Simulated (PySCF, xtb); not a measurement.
Mg(Br)(OSiH3) (BrH₃MgOSi), SMILES [SiH3][O][Mg][Br].

GFN2-xTB (xtb 6.7.1) at its own geometry gives an orbital gap of 1.95 eV and a dipole moment of 3.81 D.

Geometry: r2SCAN-D4/def2-SVP. The structure was generated by enumeration; whether it is a known compound was not checked. Other conformers were not sampled.

Q: What does CAM-B3LYP/def2-TZVP (PySCF) give? (An estimate is asked for; the answer gives what the named calculation found.)

A: gap 8.66 eV (levels -9.69 and -1.04 eV), dipole 0.24 D.
